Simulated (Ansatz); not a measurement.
Start from `[Cl][InH][Cl]` and change one element to get `[Cl][AlH][Cl]`.

Ansatz, PBE0-D4/def2-TZVP geometries, multiplicity 1. 

Elements past krypton have def2 core potentials.

| property | `[Cl][InH][Cl]` |
| --- | --- |
| HOMO–LUMO gap (B3LYP/def2-TZVPP) / eV | 6.42 |
| LUMO energy (PBE/def2-TZVPP) / eV | -2.67 |
| size of the dipole moment (B3LYP/def2-TZVPP) / D | 2.50 |
| LUMO energy (PBE0/def2-TZVPP) / eV | -1.95 |
| HOMO energy (ωB97M-V/def2-TZVPP) / eV | -11.14 |
| LUMO energy (B3LYP/def2-TZVPP) / eV | -2.23 |

Question: Give the same properties after the change, and the shifts. (Best estimate.)

Answer: The calculation gave: 
| property | `[Cl][AlH][Cl]` | shift |
| --- | --- | --- |
| HOMO–LUMO gap (B3LYP/def2-TZVPP) / eV | 7.42 | 1.00 |
| LUMO energy (PBE/def2-TZVPP) / eV | -2.20 | 0.47 |
| size of the dipole moment (B3LYP/def2-TZVPP) / D | 1.00 | -1.50 |
| LUMO energy (PBE0/def2-TZVPP) / eV | -1.43 | 0.52 |
| HOMO energy (ωB97M-V/def2-TZVPP) / eV | -11.53 | -0.39 |
| LUMO energy (B3LYP/def2-TZVPP) / eV | -1.63 | 0.60 |

With PBE0 the HOMO falls by 0.40 eV and the LUMO rises by 0.52 eV, so the gap widens by about 0.92 eV. PBE moves the HOMO by -0.40 eV and ωB97M-V by -0.39 eV. Dipoles are sizes alone; their direction can turn.

B3LYP here is the variant with VWN-RPA as its local correlation; programs differ in this.
